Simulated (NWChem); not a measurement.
Species: HTeSBr; SMILES S[Te]Br

```xyz
4

Te     0.6291    -0.5837     0.0048
Br    -0.2634     1.7829     0.0065
S     -1.3694    -1.8826     0.0506
H     -1.5853    -1.9293    -1.2856
```
Atoms are numbered in this order, from 1.

Program: NWChem. Structure relaxed at the PBE0/def2-SVP level. def2 effective core potentials on Te; no spin-orbit coupling. Level B3LYP/def2-SVP: energy and gradient on several grids; changes count from the extra-fine grid, which is no exact limit either.

Problem. Which is the coarsest grid (coarse; xfine; fine; xcoarse; medium) from which on the energy stays within 50 μHa and each gradient component within 100 μHa/bohr of xfine?

Solution. medium.
```tsv
grid	size of the energy change (μHa)	largest change of a gradient component (μHa/bohr)
xcoarse	100	1000
coarse	20	300
medium	< 10	40
fine	< 10	< 30
xfine	< 10	< 30
```
